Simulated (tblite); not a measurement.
Compound: C6H8ClFGe.
Atom-mapped SMILES: `[CH:1]#[C:2][C@@:3]1([Cl:4])[GeH2:5][CH2:6][CH2:7][C@H:8]1[F:9]` (hydrogens: H10 on C1; H11, H12 on Ge5; H13, H14 on C6; H15, H16 on C7; H17 on C8)

Computed with GFN2-xTB (tblite), gas phase: L-BFGS steps from a force-field or distance-geometry start until the largest atomic force falls under 0.01 eV/Å.

The end geometry, which sets the zero of energy:
```
atom  x, y, z in Å
C1      3.3734    0.2112    0.2931
C2      2.1963   -0.0048    0.3561
C3      0.7964   -0.2713    0.4644
Cl4     0.5448   -1.5662    1.6868
Ge5    -0.4419    1.2310    0.9497
C6     -1.9088    0.4370   -0.1329
C7     -1.3343   -0.8700   -0.6913
C8      0.1713   -0.7131   -0.8552
F9      0.3894    0.3459   -1.7291
H10     4.4005    0.4139    0.2286
H11    -0.6408    1.2844    2.4375
H12     0.0701    2.5559    0.4563
H13    -2.1590    1.1128   -0.9503
H14    -2.8191    0.2537    0.4341
H15    -1.7815   -1.1135   -1.6561
H16    -1.5158   -1.7001   -0.0092
H17     0.6519   -1.5949   -1.2926
```

Question: These geometries come from the run, each turned onto the end geometry. Order them by energy, lowest first.
A.
```
atom  x, y, z in Å
C1      3.3255    0.2967    0.3019
C2      2.1765   -0.0331    0.3818
C3      0.7854   -0.3374    0.4847
Cl4     0.5094   -1.6445    1.6860
Ge5    -0.4034    1.2117    0.9459
C6     -1.8984    0.4363   -0.1197
C7     -1.3472   -0.8613   -0.7201
C8      0.1672   -0.7562   -0.8439
F9      0.4386    0.2977   -1.7086
H10     4.3288    0.5872    0.2244
H11    -0.5934    1.3673    2.4331
H12     0.2002    2.4835    0.4146
H13    -2.1723    1.1304   -0.9118
H14    -2.7862    0.2453    0.4797
H15    -1.7766   -1.0463   -1.7068
H16    -1.5774   -1.7082   -0.0768
H17     0.6162   -1.6572   -1.2746
```
B.
```
atom  x, y, z in Å
C1      3.3120    0.3380    0.2986
C2      2.1761   -0.0387    0.3990
C3      0.7818   -0.3624    0.5133
Cl4     0.5372   -1.6769    1.6900
Ge5    -0.3860    1.2053    0.9344
C6     -1.8888    0.4591   -0.1080
C7     -1.3506   -0.8393   -0.7213
C8      0.1639   -0.7672   -0.8254
F9      0.4630    0.2856   -1.6762
H10     4.3149    0.6450    0.2147
H11    -0.6706    1.3114    2.4028
H12     0.2709    2.4112    0.3192
H13    -2.2072    1.1366   -0.8970
H14    -2.7546    0.2741    0.5292
H15    -1.7650   -1.0059   -1.7208
H16    -1.6035   -1.6921   -0.0961
H17     0.5993   -1.6721   -1.2664
```
C.
```
atom  x, y, z in Å
C1      3.3542    0.2481    0.3001
C2      2.1889   -0.0201    0.3719
C3      0.7921   -0.2895    0.4666
Cl4     0.5081   -1.5856    1.6830
Ge5    -0.4278    1.2227    0.9519
C6     -1.9039    0.4346   -0.1228
C7     -1.3369   -0.8679   -0.6970
C8      0.1707   -0.7273   -0.8535
F9      0.4042    0.3192   -1.7366
H10     4.3729    0.4798    0.2368
H11    -0.5778    1.2978    2.4464
H12     0.0855    2.5331    0.4252
H13    -2.1452    1.1218   -0.9334
H14    -2.8163    0.2582    0.4432
H15    -1.7822   -1.0834   -1.6682
H16    -1.5322   -1.7125   -0.0379
H17     0.6386   -1.6170   -1.2859
```
D.
```
atom  x, y, z in Å
C1      3.3664    0.2294    0.3030
C2      2.1944   -0.0149    0.3610
C3      0.7942   -0.2854    0.4633
Cl4     0.5277   -1.5699    1.6890
Ge5    -0.4322    1.2249    0.9506
C6     -1.9062    0.4388   -0.1263
C7     -1.3400   -0.8671   -0.6965
C8      0.1680   -0.7239   -0.8563
F9      0.3976    0.3325   -1.7307
H10     4.3896    0.4537    0.2362
H11    -0.5992    1.2824    2.4419
H12     0.0689    2.5450    0.4325
H13    -2.1510    1.1240   -0.9373
H14    -2.8181    0.2517    0.4357
H15    -1.7845   -1.0994   -1.6652
H16    -1.5295   -1.7008   -0.0215
H17     0.6469   -1.6089   -1.2893
```
E.
```
atom  x, y, z in Å
C1      3.3076    0.3460    0.2916
C2      2.1617    0.0144    0.3786
C3      0.7878   -0.3829    0.5101
Cl4     0.5170   -1.6815    1.6909
Ge5    -0.3930    1.1569    0.9179
C6     -1.8945    0.4563   -0.1350
C7     -1.3381   -0.8495   -0.6947
C8      0.1759   -0.7360   -0.8335
F9      0.5090    0.3351   -1.6689
H10     4.3194    0.6451    0.2178
H11    -0.6935    1.2806    2.3883
H12     0.2710    2.3656    0.2826
H13    -2.1957    1.1498   -0.9314
H14    -2.6967    0.2768    0.5724
H15    -1.7478   -0.9714   -1.6815
H16    -1.6387   -1.7187   -0.0851
H17     0.5413   -1.6748   -1.2302
```

Answer: D (0.002 eV), C (0.005 eV), A (0.019 eV), B (0.056 eV), E (0.244 eV).

In the order of the answer:

```json
{"step": "34", "E above end (eV)": "0.002", "largest force (eV/Å)": "0.07", "rms force component (eV/Å)": "0.019", "rms distance from end (Å)": "0.021", "rms bond change (Å)": "0.001", "bond most changed (Å)": "C3–Cl4 -0.003"}
{"step": "28", "E above end (eV)": "0.005", "largest force (eV/Å)": "0.09", "rms force component (eV/Å)": "0.028", "rms distance from end (Å)": "0.035", "rms bond change (Å)": "0.002", "bond most changed (Å)": "C3–Ge5 -0.004"}
{"step": "19", "E above end (eV)": "0.019", "largest force (eV/Å)": "0.09", "rms force component (eV/Å)": "0.033", "rms distance from end (Å)": "0.087", "rms bond change (Å)": "0.002", "bond most changed (Å)": "Ge5–H11 +0.005"}
{"step": "7", "E above end (eV)": "0.056", "largest force (eV/Å)": "0.28", "rms force component (eV/Å)": "0.089", "rms distance from end (Å)": "0.127", "rms bond change (Å)": "0.006", "bond most changed (Å)": "C3–Cl4 -0.017"}
{"step": "1", "E above end (eV)": "0.244", "largest force (eV/Å)": "0.92", "rms force component (eV/Å)": "0.329", "rms distance from end (Å)": "0.145", "rms bond change (Å)": "0.013", "bond most changed (Å)": "Ge5–C6 -0.025"}
```

The cost below is that of the whole relaxation. On one thread, Intel Xeon at 2.50 GHz (x86_64), no GPU (shared host), this took 1.3 s wall.
